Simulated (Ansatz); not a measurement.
Spin states of O2W (SMILES [O]=[W]=[O]), each relaxed at B3LYP-D3(BJ)/def2-TZVP; lowest solutions found, singlets restricted, no spin–orbit coupling, no relativity up to Kr.
Multiplicity 1 (charge 0, multiplicity 1):
```csv
atom,x (Å),y (Å),z (Å)
W,0.3996,-0.3350,0.4043
O,0.8038,0.3527,-1.0843
O,-1.2366,0.0297,0.6097
```
Multiplicity 3 (charge 0, multiplicity 3):
```xyz
3

W      0.3636    -0.3043     0.3668
O      0.8958     0.3491    -1.1270
O     -1.2926     0.0026     0.6898
```

Codes used: Ansatz (a first-principles code).  In def2 rows elements past Kr take small-core potentials, without spin–orbit coupling.

The energy of multiplicity 3 less that of multiplicity 1 (kcal/mol) and the share of exact exchange:

| functional | exact exchange (%) | value |
|---|---|---|
| PBE/def2-TZVPP | 0 | 5.08 |
| PBE0/def2-TZVPP | 25 | 0.23 |
| BLYP/def2-TZVPP | 0 | 7.99 |
| B3LYP/def2-TZVPP | 20 | 4.55 |
| BHLYP/def2-TZVPP | 50 | -1.08 |
| r2SCAN/def2-TZVPP | 0 | -3.07 |
| r2SCANh/def2-TZVPP | 10 | -4.06 |

### Question
Take the value as linear in the share of exact exchange along PBE and PBE0. Give the slope, say whether the sign turns, and set the other functionals against that line.

### Answer

Slope: (0.23 − (5.08))/2.5 = -1.94 kcal/mol for each 10 %. The line crosses zero at 26 %, where the sign would turn. At 50 % it gives -4.6 kcal/mol. The LYP pair gives (-1.08 − (7.99))/5 = -1.81 for each 10 %. BHLYP, at 50 %, lies 3.5 from the PBE line. B3LYP, at 20 %, lies 3.4 from the PBE line. r2SCAN, with none, stands -8.2 from PBE. The r2SCAN pair gives -0.98 for 10 %.
